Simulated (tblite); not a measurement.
A geometry optimisation, step by step.

Compound: C6H12FO2S (charge +1).
SMILES with atom numbers: `[CH3:1][O:2][C:3](=[O:4])[C@@H:5]([CH3:6])[S@@+:7]([CH3:8])[CH2:9][F:10]` (hydrogens: H11, H12, H13 on C1; H14 on C5; H15, H16, H17 on C6; H18, H19, H20 on C8; H21, H22 on C9)
Bond orders are those of one Lewis drawing.

Computed with GFN2-xTB (tblite), gas phase: L-BFGS steps from a force-field or distance-geometry start until the largest atomic force falls under 0.01 eV/Å. 8 of its 127 geometries are shown.

Step 0: E = -942.0967 eV, largest atomic force 2.131 eV/Å
```
atom  x, y, z in Å  |  force x, y, z in eV/Å
C1      3.330   -1.060    0.070    0.005   0.097   0.218
O2      2.207   -0.176    0.260   -0.899  -0.805  -0.794
C3      1.108   -0.525   -0.446    0.803  -1.066  -0.591
O4      1.033   -1.476   -1.211   -0.184   1.628   1.363
C5     -0.017    0.482   -0.160    0.528   0.395  -0.510
C6      0.258    1.752   -0.971    0.093   0.513   0.309
S7     -1.689   -0.164   -0.608    0.910  -0.868   0.429
C8     -1.728   -1.483    0.638   -0.396  -0.519  -0.207
C9     -2.647    1.012    0.363   -0.741   0.949   0.341
F10    -2.142    1.173    1.611   -0.024  -0.117  -0.291
H11     3.636   -1.045   -0.979   -0.066  -0.128   0.079
H12     3.066   -2.077    0.389    0.010   0.219  -0.232
H13     4.146   -0.698    0.697   -0.201   0.137  -0.046
H14    -0.001    0.696    0.904   -0.075   0.089   0.202
H15    -0.468    2.548   -0.747    0.273  -0.303  -0.009
H16     0.230    1.559   -2.035   -0.001  -0.134  -0.198
H17     1.258    2.155   -0.735   -0.425  -0.274   0.004
H18    -1.386   -1.143    1.608    0.055   0.196   0.024
H19    -1.104   -2.311    0.304   -0.006   0.104  -0.102
H20    -2.757   -1.846    0.731    0.190   0.063  -0.089
H21    -2.662    1.991   -0.137    0.096  -0.064   0.074
H22    -3.681    0.657    0.454    0.055  -0.109   0.026
```

Step 18: E = -942.3420 eV, largest atomic force 0.129 eV/Å
```
atom  x, y, z in Å  |  force x, y, z in eV/Å
C1      3.336   -1.089    0.039   -0.039   0.001  -0.023
O2      2.195   -0.235    0.189    0.048   0.085   0.024
C3      1.066   -0.510   -0.405   -0.005   0.043   0.060
O4      0.770   -1.455   -1.089    0.047   0.011   0.094
C5      0.036    0.587   -0.099   -0.002  -0.015   0.025
C6      0.283    1.808   -0.972   -0.005  -0.047   0.019
S7     -1.586   -0.192   -0.532    0.088  -0.084  -0.044
C8     -1.705   -1.552    0.655    0.027   0.057  -0.036
C9     -2.670    1.018    0.347   -0.008  -0.007   0.004
F10    -2.206    1.195    1.598   -0.003   0.006   0.045
H11     3.670   -1.084   -0.999   -0.014  -0.072   0.007
H12     3.097   -2.104    0.356   -0.017  -0.009  -0.080
H13     4.101   -0.663    0.686   -0.026  -0.017  -0.040
H14     0.042    0.842    0.963   -0.002   0.018  -0.015
H15    -0.428    2.605   -0.767    0.022  -0.032  -0.016
H16     0.236    1.539   -2.026    0.003   0.052   0.031
H17     1.279    2.194   -0.757   -0.016  -0.017  -0.015
H18    -1.398   -1.230    1.649   -0.032  -0.009  -0.055
H19    -1.065   -2.353    0.289   -0.046   0.022   0.038
H20    -2.741   -1.886    0.662    0.074  -0.024   0.012
H21    -2.641    1.969   -0.187   -0.027   0.063  -0.014
H22    -3.682    0.615    0.399   -0.068  -0.026  -0.020
```

Step 36: E = -942.3785 eV, largest atomic force 0.066 eV/Å
```
atom  x, y, z in Å  |  force x, y, z in eV/Å
C1      3.321   -1.104   -0.023    0.017  -0.026  -0.020
O2      2.268   -0.149    0.154    0.040   0.025   0.024
C3      1.087   -0.460   -0.297    0.025   0.034   0.022
O4      0.750   -1.476   -0.854   -0.022  -0.033  -0.046
C5      0.057    0.638   -0.046   -0.024  -0.043   0.013
C6      0.305    1.831   -0.952   -0.009   0.010   0.032
S7     -1.530   -0.197   -0.526    0.031  -0.058  -0.006
C8     -1.685   -1.552    0.659   -0.012  -0.007   0.014
C9     -2.690    0.983    0.302   -0.007   0.012   0.011
F10    -2.291    1.164    1.575    0.009  -0.006   0.038
H11     3.625   -1.129   -1.069    0.017  -0.005  -0.041
H12     2.982   -2.095    0.276    0.006  -0.042   0.002
H13     4.145   -0.772    0.603   -0.017   0.028   0.009
H14     0.024    0.930    1.006   -0.015  -0.009   0.006
H15    -0.400    2.633   -0.755   -0.018   0.040  -0.020
H16     0.243    1.542   -1.999    0.015   0.025   0.005
H17     1.304    2.214   -0.757    0.018   0.008  -0.008
H18    -1.428   -1.224    1.662    0.001   0.018   0.012
H19    -1.027   -2.351    0.327    0.004   0.016   0.024
H20    -2.713   -1.902    0.626   -0.023   0.014   0.000
H21    -2.668    1.944   -0.216   -0.006   0.009  -0.042
H22    -3.691    0.548    0.304   -0.029  -0.009  -0.029
```

Step 54: E = -942.3956 eV, largest atomic force 0.113 eV/Å
```
atom  x, y, z in Å  |  force x, y, z in eV/Å
C1      3.346   -1.135   -0.116   -0.039   0.003  -0.009
O2      2.317   -0.159    0.108   -0.011   0.062   0.016
C3      1.109   -0.437   -0.280    0.018  -0.021  -0.008
O4      0.719   -1.442   -0.832    0.022  -0.110  -0.012
C5      0.078    0.650    0.003   -0.018  -0.050   0.020
C6      0.314    1.869   -0.868    0.007   0.020  -0.010
S7     -1.471   -0.253   -0.508    0.060  -0.015  -0.015
C8     -1.693   -1.524    0.759   -0.001   0.018  -0.011
C9     -2.707    0.933    0.189   -0.003   0.020  -0.004
F10    -2.419    1.139    1.490   -0.010   0.037  -0.009
H11     3.633   -1.143   -1.167   -0.024   0.018  -0.027
H12     2.984   -2.122    0.167    0.018  -0.060  -0.003
H13     4.191   -0.840    0.501   -0.055   0.029   0.005
H14     0.018    0.920    1.058    0.008  -0.025   0.054
H15    -0.410    2.653   -0.671   -0.014   0.046   0.023
H16     0.287    1.614   -1.924   -0.038  -0.047  -0.047
H17     1.305    2.260   -0.648    0.025   0.044   0.048
H18    -1.515   -1.112    1.748    0.030  -0.023   0.010
H19    -1.020   -2.347    0.540    0.021   0.053   0.004
H20    -2.720   -1.874    0.679    0.003  -0.011   0.000
H21    -2.655    1.884   -0.343    0.006   0.000  -0.026
H22    -3.701    0.485    0.110   -0.005   0.010   0.001
```

Step 72: E = -942.4180 eV, largest atomic force 0.056 eV/Å
```
atom  x, y, z in Å  |  force x, y, z in eV/Å
C1      3.356   -1.142   -0.233   -0.005   0.011  -0.013
O2      2.334   -0.176    0.049    0.019   0.043   0.030
C3      1.113   -0.475   -0.267    0.014  -0.009  -0.024
O4      0.712   -1.496   -0.784   -0.005  -0.039   0.000
C5      0.078    0.596    0.065    0.003  -0.017  -0.004
C6      0.303    1.874   -0.719    0.013   0.005  -0.006
S7     -1.443   -0.312   -0.492   -0.011  -0.012   0.010
C8     -1.682   -1.473    0.872   -0.008  -0.003  -0.003
C9     -2.717    0.931    0.017   -0.017  -0.007   0.002
F10    -2.523    1.266    1.308    0.018  -0.012  -0.020
H11     3.616   -1.103   -1.290    0.000   0.003  -0.031
H12     3.005   -2.143    0.015    0.017  -0.020   0.003
H13     4.213   -0.864    0.374   -0.010   0.004   0.018
H14     0.011    0.781    1.139    0.009   0.051   0.000
H15    -0.433    2.636   -0.479    0.001  -0.007   0.028
H16     0.286    1.678   -1.789   -0.009   0.020  -0.016
H17     1.283    2.269   -0.461    0.025   0.000   0.011
H18    -1.575   -0.963    1.826   -0.033  -0.012   0.006
H19    -0.944   -2.261    0.762   -0.009   0.011   0.003
H20    -2.675   -1.904    0.780   -0.015   0.024  -0.012
H21    -2.625    1.828   -0.602    0.002  -0.051  -0.013
H22    -3.703    0.472   -0.093    0.003   0.018   0.029
```

Step 90: E = -942.4299 eV, largest atomic force 0.037 eV/Å
```
atom  x, y, z in Å  |  force x, y, z in eV/Å
C1      3.380   -1.114   -0.313   -0.002  -0.003  -0.002
O2      2.349   -0.164   -0.012    0.010   0.014   0.009
C3      1.122   -0.505   -0.249    0.013  -0.006  -0.028
O4      0.717   -1.560   -0.694   -0.006   0.001   0.008
C5      0.081    0.558    0.088    0.024  -0.012   0.020
C6      0.310    1.874   -0.629   -0.005  -0.004   0.008
S7     -1.430   -0.366   -0.478   -0.019  -0.005  -0.007
C8     -1.735   -1.459    0.929   -0.006   0.011  -0.010
C9     -2.703    0.914   -0.078   -0.012   0.006  -0.002
F10    -2.469    1.404    1.156    0.013  -0.002   0.011
H11     3.634   -1.048   -1.371    0.022   0.002  -0.009
H12     3.040   -2.124   -0.085    0.007  -0.025   0.000
H13     4.234   -0.843    0.300    0.006   0.013  -0.002
H14     0.010    0.713    1.166    0.000   0.012   0.029
H15    -0.391    2.637   -0.302   -0.020  -0.005   0.012
H16     0.250    1.765   -1.709   -0.009  -0.036  -0.005
H17     1.312    2.219   -0.379    0.000   0.007  -0.011
H18    -1.721   -0.898    1.859   -0.012   0.011   0.002
H19    -0.969   -2.228    0.921   -0.003   0.013  -0.003
H20    -2.706   -1.926    0.783    0.000   0.016  -0.018
H21    -2.634    1.725   -0.807    0.000  -0.001   0.006
H22    -3.691    0.447   -0.093   -0.001  -0.008  -0.007
```

Step 108: E = -942.4326 eV, largest atomic force 0.021 eV/Å
```
atom  x, y, z in Å  |  force x, y, z in eV/Å
C1      3.399   -1.111   -0.334   -0.004   0.008   0.000
O2      2.363   -0.166   -0.028   -0.011  -0.008   0.003
C3      1.133   -0.515   -0.244    0.010  -0.008  -0.003
O4      0.724   -1.572   -0.675    0.000   0.005   0.008
C5      0.092    0.546    0.106    0.017  -0.004   0.002
C6      0.302    1.865   -0.610    0.001  -0.001  -0.002
S7     -1.420   -0.368   -0.471   -0.017  -0.012  -0.005
C8     -1.761   -1.446    0.936    0.000   0.000   0.005
C9     -2.697    0.916   -0.092    0.002   0.003   0.001
F10    -2.465    1.425    1.135    0.004  -0.008  -0.003
H11     3.657   -1.033   -1.391    0.003  -0.001  -0.001
H12     3.068   -2.126   -0.114   -0.003   0.008  -0.006
H13     4.252   -0.836    0.282   -0.002   0.004   0.000
H14     0.026    0.694    1.186   -0.008   0.002   0.004
H15    -0.401    2.620   -0.270    0.000   0.002   0.004
H16     0.223    1.750   -1.688    0.002  -0.004  -0.008
H17     1.306    2.220   -0.379    0.000   0.002  -0.002
H18    -1.783   -0.871    1.857   -0.005  -0.008   0.006
H19    -0.990   -2.209    0.963    0.001   0.001   0.004
H20    -2.724   -1.921    0.762    0.007   0.002  -0.005
H21    -2.634    1.716   -0.833    0.000   0.005   0.004
H22    -3.681    0.440   -0.100    0.003   0.011  -0.006
```

Step 126: E = -942.4333 eV, largest atomic force 0.009 eV/Å
```
atom  x, y, z in Å  |  force x, y, z in eV/Å
C1      3.403   -1.100   -0.345   -0.001   0.001   0.003
O2      2.362   -0.163   -0.034   -0.002  -0.002  -0.004
C3      1.133   -0.521   -0.236    0.002  -0.006   0.001
O4      0.725   -1.584   -0.654    0.000   0.000  -0.002
C5      0.091    0.539    0.111    0.007   0.000   0.001
C6      0.301    1.856   -0.610    0.006   0.003   0.001
S7     -1.423   -0.374   -0.466   -0.003   0.000   0.005
C8     -1.772   -1.448    0.942   -0.003  -0.002   0.003
C9     -2.689    0.922   -0.095   -0.003   0.001  -0.001
F10    -2.463    1.420    1.139   -0.003  -0.003  -0.004
H11     3.666   -1.011   -1.399    0.001   0.003   0.005
H12     3.075   -2.118   -0.135   -0.003   0.000  -0.004
H13     4.252   -0.829    0.278    0.001   0.002  -0.002
H14     0.024    0.691    1.190   -0.005   0.000   0.000
H15    -0.399    2.614   -0.269   -0.001   0.000  -0.001
H16     0.217    1.737   -1.688    0.000  -0.001   0.001
H17     1.306    2.209   -0.384    0.008   0.003  -0.003
H18    -1.821   -0.871    1.861   -0.001   0.001  -0.004
H19    -0.991   -2.200    0.989    0.000   0.004  -0.003
H20    -2.724   -1.938    0.750   -0.002  -0.002   0.004
H21    -2.606    1.726   -0.829    0.001   0.003   0.001
H22    -3.680    0.462   -0.118   -0.001  -0.005   0.003
```

Problem. Summarise the path.

Solution. The energy falls by 0.3366 eV from step 0 to step 126; nine tenths of that is first reached at step 57. It falls at every step. The largest force goes from 2.131 to 0.009 eV/Å. Among the bonds O2–C3 changes most, from 1.352 to 1.296 Å; the atoms move by 0.468 Å rms after alignment.

The cost below is that of the whole relaxation. On one thread, Intel Xeon at 2.50 GHz (x86_64), no GPU, shared host, this took 4.3 s wall, 3.2 s CPU.
